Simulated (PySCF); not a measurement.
## Trend along the chalcogens: MPb molecules

r²SCAN with triple-zeta basis sets in PySCF, for the lowest determinant that a PBE0 search found; no spin–orbit coupling. De refers to high-spin ground-configuration atoms. A positive dipole means M(−)Pb(+).

```json
{"M": "O", "basis": "x2c-TZVPPall", "state (unpaired electrons)": "singlet (closed shell)", "Re (Å)": "1.911", "ωe (cm⁻¹)": "774", "De (eV)": "5.06", "μ (D)": "4.41"}
{"M": "S", "basis": "def2-TZVPP", "state (unpaired electrons)": "singlet (closed shell)", "Re (Å)": "2.293", "ωe (cm⁻¹)": "444", "De (eV)": "4.73", "μ (D)": "4.02"}
{"M": "Se", "basis": "def2-TZVPP", "state (unpaired electrons)": "singlet (closed shell)", "Re (Å)": "2.412", "ωe (cm⁻¹)": "288", "De (eV)": "4.42", "μ (D)": "3.81"}
```

The shortest bond is that of PbO (1.911 Å), the longest that of PbSe (2.412 Å).

The rows differ in basis set, which adds steps of its own.

Down a group the atoms grow and get heavier, so bonds lengthen and wavenumbers fall; this series shows no clear exception.

These are scalar-relativistic numbers at best; spin–orbit coupling would shift them, the dissociation energy most.
